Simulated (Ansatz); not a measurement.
Basis-set series for `C[O][Al]([OH])[SiH3]`. Total charge 0; spin multiplicity 1. The structure was optimised at the PBE0-D4/def2-TZVP level. It is one conformer, not always the lowest.

```csv
functional,basis,functions,energy (Eh),HOMO (eV),LUMO (eV)
PBE0-D4,def2-SVP,113,-724.01856,-7.67,-0.60
PBE0-D4,def2-QZVPP,521,-724.47000,-7.76,-0.89
ωB97M-V,def2-SVP,113,-724.34023,-9.76,1.18
ωB97M-V,def2-QZVPP,521,-724.79755,-9.87,0.61
```

(1) Give the rows for def2-TZVPP. (Estimate.)

Answers

(1) Computed: 
| functional | basis | functions | energy (Eh) | HOMO (eV) | LUMO (eV) |
| --- | --- | --- | --- | --- | --- |
| PBE0-D4 | def2-TZVPP | 275 | -724.44103 | -7.74 | -0.82 |
| ωB97M-V | def2-TZVPP | 275 | -724.76983 | -9.84 | 0.85 |

Positive LUMOs are unbound and depend on the basis.
